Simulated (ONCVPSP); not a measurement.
**Logarithmic derivatives: platinum (Pt), ONCV**

ONCVPSP 4.0.1 input, shortened (lines: element, Z, core and valence counts, functional; n l f; lmax; l rc ep ncon nbas qcut; lloc lpopt rc5 dvloc0; l nproj debl; icmod fcfact rcfact), PBEsol, scalar-relativistic:

```
  Pt 78.00   12    3  -116133      upf
    1    0    2.00
    2    0    2.00
    2    1    6.00
    3    0    2.00
    3    1    6.00
    3    2   10.00
    4    0    2.00
    4    1    6.00
    4    2   10.00
    4    3   14.00
    5    0    2.00
    5    1    6.00
    5    2    9.00
    6    0    0.50
    6    1    0.50
    2
    0    2.10    0.00    3    6    2.40
    1    3.85    0.00    5    8    1.70
    2    2.35    0.00    4    9    5.40
    4    5    1.55    6.00
    0    2    0.40
    1    2    1.20
    2    3    2.10
    1    0.55    0.00
```

The phase is arctan(r·R′/R) of the radial function R(r), unwrapped; energies in Ha, scanned from -2 to 5 Ha. A pole is an energy at which the radial function vanishes at the test radius. The pseudo phase is shifted by a multiple of π to meet the all-electron one at the reference energy, and phase errors are pseudo minus all-electron; the curves can meet again beyond the range given. Levels narrower than the energy grid can be missing from the lists of poles.

```json
{"channel": "s", "radius (bohr)": "2.13", "reference energy (Ha)": "-0.24", "poles, all-electron": "2.18", "poles, pseudo": "1.56, 2.42", "unbroken range about the reference energy with phases within 0.05 rad": "below 1.5", "phase error 1 Ha above the reference energy (rad)": "-0.001"}
{"channel": "p", "radius (bohr)": "3.91", "reference energy (Ha)": "-0.05", "poles, all-electron": "0.31, 2.08, 4.78", "poles, pseudo": "0.31, 2.01, 2.90", "unbroken range about the reference energy with phases within 0.05 rad": "below 2.3", "phase error 1 Ha above the reference energy (rad)": "-0.004"}
{"channel": "d", "radius (bohr)": "2.38", "reference energy (Ha)": "-0.27", "poles, all-electron": "0.03, 3.95", "poles, pseudo": "0.03, 3.95", "unbroken range about the reference energy with phases within 0.05 rad": "the whole range", "phase error 1 Ha above the reference energy (rad)": "-0.000"}
```

Note: no bound ghost flagged; GHOST(+) flagged for s at 45.1 eV.

Phases in the d channel:

| E (Ha) | all-electron | pseudo |
| --- | --- | --- |
| -1.98 | 1.291 | 1.291 |
| -1.62 | 1.245 | 1.245 |
| -1.26 | 1.164 | 1.164 |
| -0.90 | 0.973 | 0.973 |
| -0.54 | 0.042 | 0.042 |
| -0.18 | -1.364 | -1.364 |
| 0.18 | -1.661 | -1.661 |
| 0.54 | -1.835 | -1.835 |
| 0.90 | -2.066 | -2.066 |
| 1.26 | -2.628 | -2.628 |
| 1.62 | -3.730 | -3.730 |
| 1.98 | -4.258 | -4.258 |
| 2.34 | -4.453 | -4.453 |
| 2.70 | -4.553 | -4.553 |
| 3.06 | -4.615 | -4.615 |
| 3.42 | -4.660 | -4.660 |
| 3.78 | -4.696 | -4.696 |
| 4.14 | -4.729 | -4.729 |
| 4.50 | -4.761 | -4.761 |
| 4.86 | -4.798 | -4.798 |
